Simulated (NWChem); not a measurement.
Species: CdNH3; SMILES [CdH][NH2]

```xyz
5

Cd     0.0019    -0.2990     0.0000
H      0.0768    -1.9517     0.0000
N      0.0645     1.7059     0.0000
H     -0.3091     2.1819    -0.8182
H     -0.3091     2.1819     0.8182
```
Atoms are numbered in this order, from 1.

Results from NWChem. Coordinates come from a PBE0/def2-SVP (def2 core potentials past Kr) optimisation.

Problem. Estimate the computed values for Hartree-Fock/3-21G, non-relativistic. Quantities: highest occupied level (eV); orbital gap (eV); dipole (D).

Solution. 
```yaml
highest occupied level (eV): -9.26
orbital gap (eV): 10.73
dipole (D): 1.53
```
